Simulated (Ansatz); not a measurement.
Ideal-gas functions of CH$_{3}$BrSi, SMILES `C[Si]Br` at 298.15 K and 1 bar, from an Ansatz frequency run at PBE0-D4/def2-TZVP.

Molar mass 123.02 g/mol, point group Cs (symmetry number 1), electronic degeneracy 1, moments of inertia 32.305, 179.836, 209.023 u Å². Harmonic wavenumbers (cm⁻¹, unscaled): 80, 207, 394, 559, 665, 765, 1240, 1416, 1428, 3026, 3108, 3129.

Use S(trans) = R[1.5 ln M + 2.5 ln T − 1.1517]; rotational temperatures θ = 24.2544 K / I; S(rot) = R[ln(√π/σ · √(T³/θAθBθC)) + 1.5]; for each mode x = 1.438777 ν̃/T, S = R[x/(eˣ − 1) − ln(1 − e⁻ˣ)] and H = RT x/(eˣ − 1); 1 cm⁻¹ = 0.0119627 kJ/mol; R = 8.31446 J/(mol·K).

Question: By hand: the entropy, in J/(mol·K).

Answer: Translation 168.9. Rotation: θ = 0.7508, 0.1349, 0.116 K, giving 106.8. Vibration, mode by mode: 16.28, 8.66, 4.12, 2.20, 1.47, 0.99, 0.15, 0.07, 0.07, 0.00, 0.00, 0.00, in all 34.0. Electronic 0.0. Sum 309.7 J/(mol·K).

Question: By hand: H − E and G − E in kJ/mol, counted from the electronic energy.

Answer: Zero-point energy ½ × 16017 × 0.0119627 = 95.8; thermal vibration 5.4; translation, rotation and pV give 4 RT = 9.9. H − E = 111.1 kJ/mol, and G − E = 111.1 − 298.15 × 309.7/1000 = 18.8 kJ/mol.

Vibration gives 11 % of the entropy, 16.3 J/(mol·K) of it from the mode under 150 cm⁻¹: soft modes count most, and the harmonic formula is weakest for them.
